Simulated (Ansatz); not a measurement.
`[NH2][Ga]([SH])[SH]` and `[F][Ga]([SH])[SH]` differ in one atom or group.

Ansatz, PBE0-D4/def2-TZVP geometries, multiplicity 1. Each molecule was computed in one conformer, which needn't be the lowest.

Scalar relativity is left out up to krypton.

```
                                          property  `[NH2][Ga]([SH])[SH]`
size of the dipole moment (ωB97M-V/def2-TZVPP) / D                   0.56
               LUMO energy (B3LYP/def2-TZVPP) / eV                  -0.74
                LUMO energy (PBE0/def2-TZVPP) / eV                  -0.43
             HOMO energy (ωB97M-V/def2-TZVPP) / eV                  -9.65
             HOMO–LUMO gap (B3LYP/def2-TZVPP) / eV                   6.35
    zero-point energy (PBE0-D4/def2-TZVP) / kJ/mol                  115.2
```

Problem. What does the change do to each property? (Best estimate.)

Solution. Ansatz gave: 
| property | `[F][Ga]([SH])[SH]` | shift |
| --- | --- | --- |
| size of the dipole moment (ωB97M-V/def2-TZVPP) / D | 1.73 | 1.17 |
| LUMO energy (B3LYP/def2-TZVPP) / eV | -1.52 | -0.78 |
| LUMO energy (PBE0/def2-TZVPP) / eV | -1.20 | -0.77 |
| HOMO energy (ωB97M-V/def2-TZVPP) / eV | -10.13 | -0.48 |
| HOMO–LUMO gap (B3LYP/def2-TZVPP) / eV | 6.19 | -0.16 |
| zero-point energy (PBE0-D4/def2-TZVP) / kJ/mol | 55.4 | -59.8 |

With PBE0 the HOMO falls by 0.62 eV and the LUMO falls by 0.77 eV, so the gap narrows by about 0.15 eV. PBE moves the HOMO by -0.74 eV and ωB97M-V by -0.48 eV. The zero-point energy changes by -59.8 kJ/mol with -6 modes. Dipoles are sizes alone; their direction can turn.

B3LYP here is the variant with VWN-RPA as its local correlation; programs differ in this.
